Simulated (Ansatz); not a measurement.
`N[Si@H](F)S[Si@@H](N)O` + H–F → `N[SiH](O)F` + `N[SiH](F)S`  (ligand exchange at the Si–S bond)

Computed with Ansatz on PBE0-D4/def2-TZVP structures; ΔE is electronic, products minus reactants. CBS: MP2 limit from def2 TZ/QZ plus the TZ coupled-cluster correction, frozen cores. This one scheme is used for every species. DFT in def2-TZVPP. Each species was taken in one conformer, which may not be the lowest.

```json
{"level": "PBE-D4", "ΔE (eV)": "-0.64"}
{"level": "ωB97X-V", "ΔE (eV)": "-0.88"}
{"level": "PBE", "ΔE (eV)": "-0.78"}
{"level": "MP2/def2-TZVPP", "ΔE (eV)": "-0.78"}
```

(1) What does CCSD(T)/CBS give? (Best estimate.)

Largest T1 diagnostic among the species: 0.012.

Results:

(1) Computed: -0.82 eV. The listed levels differ from it by 0.18, -0.06, 0.04, 0.04 eV.

From PBE to PBE0 (25 % exact exchange), in def2-TZVPP and without D4, ΔE moves by −0.04 eV. In def2-TZVPP, CCSD(T) changes the Hartree–Fock value by +0.42 eV (the triples alone add +0.09 eV) and MP2 by +0.49 eV.
